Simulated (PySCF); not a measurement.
C3H9As.
Atom-mapped SMILES: `[CH3:1][CH:2]([CH3:3])[AsH2:4]` (hydrogens: H5, H6, H7 on C1; H8 on C2; H9, H10, H11 on C3; H12, H13 on As4)

Method: PBE0-D3(BJ)/def2-SVP geometry optimisation, gas phase in PySCF.

(1) List the bond lengths and angles at this level.

Results:

(1) 
```csv
bond,length (Å),order
"C1–C2, C2–C3",1.522,single
C2–As4,1.992,single
C1–H5 and 5 like bonds,1.102,single
C2–H8,1.104,single
"As4–H12, As4–H13",1.528,single
```

Bonds in one row agree within 0.01 Å and their mean is given. Orders are formal, as drawn. A selection of angles:
```csv
angle,degrees
C2–C1–H5,112.0
H5–C1–H6,107.8
C1–C2–C3,112.2
C1–C2–As4,113.9
C1–C2–H8,109.1
C3–C2–As4,109.0
As4–C2–H8,103.5
C2–As4–H12,95.7
H12–As4–H13,92.0
```

As4 (arsenic bonded to C and 2 H) is pyramidal (angles 95.7°, 94.9° and 92.0°, sum 282.5°, 0.88 Å off the plane of its three neighbours).

Not checked by PBE0-D3(BJ)/def2-SVP frequencies. The numbers are those of one conformer (C1–C2–As4–H 44° and -49°).

Time: 41 s wall; peak memory 0.51 GiB. Hardware: one thread, Arm Neoverse V2 (aarch64), shared host with 32 logical CPUs at a one-minute load of 15. That covers the optimisation of the geometry.
